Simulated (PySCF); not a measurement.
C2H10OSi2.
Geometry (PBE0-D3(BJ)/def2-SVP, Å), atoms numbered from 1 in this order:
```xyz
15
C2H10OSi2 angstrom
C     -1.7769   -0.9166    0.0203
Si    -1.6025    0.9395    0.1828
O     -0.0110    1.3895    0.2095
Si     1.6239    1.1478    0.1367
C      2.0341   -0.6744    0.0187
H     -2.8417   -1.1997    0.0071
H     -1.2977   -1.4377    0.8637
H     -1.3186   -1.2793   -0.9129
H     -2.2490    1.4042    1.4474
H     -2.2714    1.6147   -0.9707
H      2.2447    1.7316    1.3642
H      2.1623    1.8675   -1.0577
H      1.6625   -1.2242    0.8973
H      3.1255   -0.8167   -0.0341
H      1.5898   -1.1254   -0.8822
```

The calculation used TDDFT wB97X-D/def2-SVPD, vertical, gas phase, core orbitals frozen in the response in PySCF 2.14.0, density-fitted response routines.

Transition dipole moments from the ground state, in atomic units and in the frame of the coordinates above (overall signs are arbitrary), for the states with f of 0.002 or more among the lowest 6:

| state | E (eV) | μx | μy | μz |
| --- | --- | --- | --- | --- |
| S1 | 7.599 | -0.006 | 0.010 | -0.167 |
| S3 | 8.229 | 0.002 | -0.029 | -0.599 |
| S4 | 8.264 | 0.034 | -0.543 | 0.040 |
| S6 | 8.550 | -0.535 | -0.034 | 0.000 |

(1) Work out the oscillator strengths.

(2) What angle do the transition dipoles of S3 and S4 make?

(3) How is the summed strength of these states shared among x, y and z?

(4) What peak molar absorption coefficient would the strongest computed level give as a lone Gaussian band 0.5 eV wide at half height?

Answers

(1) f = (2/3) ΔE |μ|² with ΔE in hartree (27.2114 eV).

```csv
state,|μ|² (au),|μ| (D),f
S1,0.028,0.43,0.005
S3,0.359,1.52,0.072
S4,0.298,1.39,0.060
S6,0.288,1.36,0.060
```

(2) |cos θ| = |μa·μb| / (|μa| |μb|) = 0.02, so θ ≈ 89° (taken between 0 and 90°, since the signs are arbitrary).

(3) (2/3) Σ ΔE μα² gives 0.060 for x, 0.060 for y and 0.078 for z, 0.198 in all.

(4) ε(max) = 2.175×10⁸ f / FWHM, with the width in cm⁻¹. S3: 2.175×10⁸ × 0.0725 / 4033 ≈ 3900 L mol⁻¹ cm⁻¹.

One conformer stands for the species.

Without π bonds the low states may be Rydberg-like; a valence basis with one diffuse set may place them up to an eV too high.
